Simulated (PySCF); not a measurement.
# A small calculation by hand: oscillator strength and radiative lifetime

C5H6O2, SMILES C#C[C@H](C)C(=O)O.

The structure is a stationary point at B3LYP-D3(BJ)/def2-SVP. One conformer was computed; it need not be the lowest.

TDDFT-PBE/def2-SVPD (PySCF 2.14.0) puts the first singlet state with f over 0.02 at 6.96 eV (vertical), with the transition dipole (0.324, 0.062, 0.384) in atomic units.

### Question
Find the oscillator strength, the wavelength and the radiative lifetime that this transition would have in vacuum if emission retraced absorption.

### Answer

|μ|² = 0.2563 au, so |μ| = 1.29 D. ΔE = 6.96/27.211 = 0.2558 hartree. f = (2/3) ΔE |μ|² = 0.044 (the program prints 0.044).
λ = 1239.84/6.96 = 178 nm; ν = 56136 cm⁻¹.
Einstein's coefficient A = 0.6670 ν² f s⁻¹ (ν in cm⁻¹) = 9.2e7 s⁻¹, so τ = 1/A = 11 ns. This state is S9; the lower singlets have f = 0.011, 0.003, 0.000, 0.010, 0.015, 0.006, 0.011, 0.008. The figure is the radiative limit of this one transition; relaxation, internal conversion, crossing to triplets and a medium change what is measured.
